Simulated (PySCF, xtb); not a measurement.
Cl₄Te, charge -1, multiplicity 2. Atoms are numbered in the order given.

```xyz
5

Te    -0.4079     0.2554     0.0000
Cl    -0.5320     0.3771     2.5461
Cl    -0.5320     0.3771    -2.5461
Cl     0.3992    -2.4161     0.0000
Cl     1.9125     0.8807     0.0000
```
Charge -1, spin multiplicity 2.

Geometry: r2SCAN-D4/def2-SVPD. The def2 effective core potentials stand for the cores of Te; spin–orbit coupling is left out.

Computed with C-PCM-B3LYP/def2-SVPD in PySCF.

The values are the electrostatic part of the solvation free energy, E(continuum) − E(gas) at the gas-phase geometry, in a cavity of scaled van der Waals radii (PySCF's table); cavitation and dispersion terms are not included.

### Question
Estimate the values in water (ε = 78.36), dimethylsulfoxide (ε = 46.83), benzene (ε = 2.27). (An estimate is asked for; the answer gives what the named calculation found.)

### Answer

| solvent | ε | ΔG(elec) (kcal/mol) |
|---|---|---|
| water | 78.36 | -48.0 |
| dimethylsulfoxide | 46.83 | -47.5 |
| benzene | 2.27 | -26.8 |

For comparison, GFN2-xTB/ALPB(water) (xtb, at the GFN2-xTB geometry, all terms of that model) gives -46.8 kcal/mol.
